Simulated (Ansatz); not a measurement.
`[O]=[W]([OH])([Cl])([Cl])[Cl]`, charge 0, multiplicity 1.

Task: Give a relaxed structure at PBE0-D4/def2-TZVP (the Gaussian-basis code of Ansatz). (Estimate.)

Result: Ansatz gave: 
```xyz
7

O    -1.0908    0.3277    1.5677
W    -0.3466    0.0316    0.1008
O     1.4471    0.0487    0.6165
Cl   -0.1406   -2.2479   -0.1507
Cl   -2.1584   -0.1416   -1.2999
Cl    0.0455    2.0550   -0.9270
H     2.2438   -0.0735    0.0927
```
Point group Cs.
